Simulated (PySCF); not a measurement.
Bonding in `O=S(=O)(O)C(F)(F)C(F)(F)C(F)(F)F`

Compound: C₃HF₇O₃S.
Atom-mapped SMILES: `[O:1]=[S:2](=[O:3])([OH:4])[C:5]([F:6])([F:7])[C:8]([F:9])([F:10])[C:11]([F:12])([F:13])[F:14]` (hydrogens: H15 on O4)

Cartesian coordinates in Å at the GFN2-xTB level; atoms count from 1:
```
atom  x, y, z in Å
O1    -2.6108   -1.7507    0.1288
S2    -1.9954   -0.5403   -0.2437
O3    -2.2121    0.0491   -1.5146
O4    -2.2114    0.5390    0.8838
C5    -0.1371   -0.8014   -0.0457
F6     0.1313   -0.8554    1.2668
F7     0.1723   -1.9870   -0.5807
C8     0.6416    0.3267   -0.7336
F9     0.0205    1.4988   -0.4595
F10    0.5994    0.1557   -2.0602
C11    2.1320    0.4528   -0.2824
F12    2.2021    0.9212    0.9589
F13    2.7396   -0.7258   -0.3195
F14    2.7935    1.2863   -1.0738
H15   -2.2699    1.4389    0.5479
```

Bond orders from the PBE0/pcSseg-1 density (PySCF). Geometry: GFN2-xTB, one conformer, isolated molecule.

Question: Where do the orders between heavy atoms depart from those drawn in the SMILES?

Answer: The largest departure is 0.218, at S2–C5 (drawn single, 0.782). Drawn single, order below 0.88: S2–C5 (0.782) and C5–C8 (0.817).

Question: Set the Mayer orders of the bonds beside their lengths.

Answer: 
| bond | drawn as | length (Å) | Mayer order |
| --- | --- | --- | --- |
| O1–S2 | double | 1.408 | 1.864 |
| S2–O3 | double | 1.417 | 1.813 |
| S2–O4 | single | 1.576 | 0.994 |
| S2–C5 | single | 1.887 | 0.782 |
| C5–F6 | single | 1.341 | 0.968 |
| C5–F7 | single | 1.337 | 0.980 |
| C5–C8 | single | 1.534 | 0.817 |
| C8–F9 | single | 1.354 | 0.926 |
| C8–F10 | single | 1.338 | 0.982 |
| C8–C11 | single | 1.562 | 0.897 |
| C11–F12 | single | 1.329 | 1.032 |
| C11–F13 | single | 1.327 | 1.026 |
| C11–F14 | single | 1.326 | 1.034 |
| O4–H15 | single | 0.962 | 0.906 |

Bonds between the same two heavy elements. O–S: lowest S2–O4 (0.994, 1.576 Å), highest O1–S2 (1.864, 1.408 Å). C–F: lowest C8–F9 (0.926, 1.354 Å), highest C11–F14 and C11–F12 (1.034, 1.326 Å). C–C: lowest C5–C8 (0.817, 1.534 Å), highest C8–C11 (0.897, 1.562 Å); in 1 of the 1 pairs the longer bond (by over 0.003 Å) has the higher order (by 0.02 or more). Bonds named together lie within 0.004.

Question: Sum the orders of all bonds at each heavy atom with more than one neighbour and set the sums beside the valence in the SMILES.

Answer: S2 5.453 (drawn 6), O4 1.900 (drawn 2), C5 3.547 (drawn 4), C8 3.622 (drawn 4), C11 3.989 (drawn 4). Orders between atoms that aren't bonded are not in these sums.

For a closed shell the Mayer order of atoms A and B is Σ (PS)μν (PS)νμ over the basis functions μ on A and ν on B, with P the density and S the overlap matrix.

These values come from a run that also computed NMR shieldings. Hardware: Arm Neoverse V1, one thread (shared host). Cost: 62 s.
